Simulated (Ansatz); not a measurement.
Coupled-cluster run, `BOC(C)(C)C`.

```yaml
crystal:
  periodic: [false, false, false]
  atoms:
    - {symbol: B, position_ang: [-0.720823, -2.182194, 0.098995]}
    - {symbol: O, position_ang: [-0.324264, -1.065522, 0.717123]}
    - {symbol: C, position_ang: [0.067646, 0.191341, 0.132064]}
    - {symbol: C, position_ang: [-0.027401, 0.200500, -1.381828]}
    - {symbol: C, position_ang: [1.500565, 0.426313, 0.581487]}
    - {symbol: C, position_ang: [-0.862955, 1.231560, 0.733955]}
    - {symbol: H, position_ang: [-0.994306, -3.104931, 0.813843]}
    - {symbol: H, position_ang: [-0.803116, -2.270056, -1.094534]}
    - {symbol: H, position_ang: [-1.047222, 0.011826, -1.722174]}
    - {symbol: H, position_ang: [0.277006, 1.183266, -1.747618]}
    - {symbol: H, position_ang: [0.627477, -0.547557, -1.831997]}
    - {symbol: H, position_ang: [1.850542, 1.405960, 0.249669]}
    - {symbol: H, position_ang: [1.566275, 0.382180, 1.669906]}
    - {symbol: H, position_ang: [2.162004, -0.336286, 0.164652]}
    - {symbol: H, position_ang: [-0.816215, 1.193583, 1.823573]}
    - {symbol: H, position_ang: [-1.894232, 1.045782, 0.426278]}
    - {symbol: H, position_ang: [-0.579880, 2.234031, 0.406605]}
basis:
  gaussian: {orbitals: def2-SVP}
correlation: {method: ccsd_t}
```

```sh
$ ansatz run in.yaml --threads 4 --pin off --events-out ev --progress --plain --max-ram 11315MiB
```

The program prints (abridged):

```
Functional definition: HF
1420 factors; integrals over basis functions are off by at most 1.6e-3 eV
mean field evaluation 1: about -6996.4598 eV, gradient 3.8e1 eV
mean field evaluation 2: about -6996.6183 eV, gradient 3.8e1 eV
mean field evaluation 4: about -7000.6175 eV, gradient 5.3e0 eV
mean field evaluation 8: about -7000.6893 eV, gradient 1.2e-4 eV
mean field -7000.68932528 eV, -257.2705874662 hartree, gradient 7.1e-7 eV, S^2 0.000000; 0 other end points of the search recorded, 0 dependent functions left out
6 core orbitals not correlated: weight in the atoms' cores, before any rotation towards them, 1.000 or more for the frozen orbitals, at most 0.000 for the correlated occupied ones
reference -7000.68932528 eV, -257.2705874662 hartree; 18, 18 occupied and 115, 115 virtual orbitals, 1420 factors
second order -23.18095465 eV of doubles, -0.00000000 eV of singles
cycle   1  -24.35055323 eV  change    -1.2e0 eV  update   1.1e-1
cycle   2  -24.98924809 eV  change   -6.4e-1 eV  update   3.2e-2
cycle   3  -25.14183404 eV  change   -1.5e-1 eV  update   1.8e-2
cycle   4  -25.13813354 eV  change    3.7e-3 eV  update   5.2e-3
cycle   5  -25.13857060 eV  change   -4.4e-4 eV  update   2.3e-3
cycle   6  -25.13826083 eV  change    3.1e-4 eV  update   6.6e-4
cycle   7  -25.13783990 eV  change    4.2e-4 eV  update   2.0e-4
cycle   8  -25.13779976 eV  change    4.0e-5 eV  update   5.5e-5
cycle   9  -25.13779358 eV  change    6.2e-6 eV  update   1.6e-5
perturbative correction -0.73477263 eV, -0.0270023961 hartree
Total energy: -7026.56189149 eV, -258.2213867374 hartree
```

Hardware: 4 threads of an Arm Neoverse V2 on a shared host. Wall time 24 s, peak host memory 1.2 GiB.

MP2 recovers 89.6 % of the CCSD(T) correlation energy and the triples give 2.8 %; T1 = 0.0120.
